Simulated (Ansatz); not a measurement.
The cluster W2N2⁺. Total charge 1; doublet. Geometry PBE-D4/def2-TZVP, that of the neutral singlet.

```
atom   x (Å)   y (Å)   z (Å)
  W1  -0.014   1.130  -0.573
  W2  -0.241  -0.039  -2.273
  N3   0.100  -0.156   1.013
  N4   0.155  -0.934   1.832
```

In the def2 sets W takes a core potential; there is no spin–orbit coupling. At PBE-D4/def2-TZVP, r2SCAN-D4/def2-TZVP, PBE0-D4/def2-TZVP the charge 1 doublet is spin-contaminated (final ⟨S²⟩ up to 2.03, 0.75 for a pure state). The structure comes from a short search, and lower isomers may exist.

(1) Estimate the α-spin orbital energies around the gap (eV) in Ansatz with PBE-D4/def2-TZVP, r2SCAN-D4/def2-TZVP, PBE0-D4/def2-TZVP.

## Answers

(1) 
```
orbital  PBE-D4/def2-TZVP  r2SCAN-D4/def2-TZVP  PBE0-D4/def2-TZVP
 HOMO−5            -12.14               -12.19             -12.96
 HOMO−4            -11.88               -11.85             -12.65
 HOMO−3            -11.64               -11.60             -12.39
 HOMO−2            -11.10               -11.37             -11.74
 HOMO−1            -10.34               -10.38             -11.15
   HOMO            -10.31               -10.38             -11.14
   LUMO             -8.81                -8.40              -7.59
 LUMO+1             -8.42                -8.02              -7.21
 LUMO+2             -8.19                -7.51              -7.04
 LUMO+3             -7.40                -7.00              -6.30
 LUMO+4             -7.10                -6.54              -5.84
 LUMO+5             -6.70                -6.36              -5.66
 β HOMO            -10.43               -10.80             -11.39
 β LUMO             -9.33                -8.90              -8.21
```
